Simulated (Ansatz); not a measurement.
`C[SiH](Cl)B[SiH3]` → `CB[SiH3]` + `[SiH]Cl` at 500 K and 1 bar (silylene formation by 1,1-elimination).

Gas-phase electronic energies from Ansatz, PBE0-D4/def2-TZVP geometries. CBS: MP2 limit from def2 TZ/QZ plus the TZ coupled-cluster correction, frozen cores. This one scheme is used for every species. One conformer a species, not always the lowest.

```csv
species,CCSD(T)/CBS energy (Eh),H − E (kJ/mol),S (J/(mol·K))
`C[SiH](Cl)B[SiH3]`,-1105.61576,280.7,494.8
`CB[SiH3]`,-356.10570,230.4,372.1
`[SiH]Cl`,-749.43948,39.6,274.0
```

H − E and S are ideal-gas, rigid-rotor, harmonic terms from PBE0-D4/def2-TZVP, for one conformer and one mirror image of each species. 1 Eh = 2625.50 kJ/mol, R = 8.31446 J/(mol·K).

Problem. By hand: ΔE, ΔH, ΔS and ΔG.

Solution. ΔE = (-356.10570) + (-749.43948) − (-1105.61576) = 0.07058 Eh = 185.3 kJ/mol. Δ(H − E) = 230.4 + 39.6 − 280.7 = -10.7, so ΔH = 174.6 kJ/mol. ΔS = 372.1 + 274.0 − 494.8 = 151.3 J/(mol·K). ΔG = 174.6 − 500 × (151.3)/1000 = 98.9 kJ/mol.

Problem. By hand: the equilibrium constant, and the temperature at which ΔG would vanish if ΔH and ΔS stayed fixed.

Solution. log₁₀ K = −ΔG/(RT ln 10) = -10.3. ΔG = 0 at ΔH/ΔS = 1154 K.

The number of gas molecules changes by +1, which sets the sign of ΔS. A doubt of 5 kJ/mol in ΔE shifts log₁₀ K by 0.5 here. Other conformers and mirror images would add mixing entropy, several J/(mol·K) or more a flexible species. Modes under 60 cm⁻¹, often nearly free rotors, make the harmonic entropy too high. These are equilibria of isolated gas molecules and say nothing of rates. Largest T1 diagnostic: 0.013 (customary marks: 0.02 for closed shells, 0.045 for open ones).
